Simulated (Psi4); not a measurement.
Dimer: HCl (SMILES Cl) (first 2 atoms) with CO (SMILES [C-]#[O+]); geometry from B3LYP-D3(BJ)/def2-TZVP.
(charge 0, multiplicity 1):
```xyz
4

Cl     0.2402    -0.0952    -0.2346
H      0.1692    -0.1069     1.0512
C      0.0549    -0.1301     3.3349
O     -0.0042    -0.1392     4.4559
```

Calculation: SAPT0/jun-cc-pV(D+d)Z (Psi4 1.11).

### Question
Which attractive term is largest, and how does the interaction split up?

### Answer
electrostatics -13.6, exchange 20.5, induction -6.3, dispersion -5.3, total -4.7 kJ/mol; the largest attraction is electrostatics.
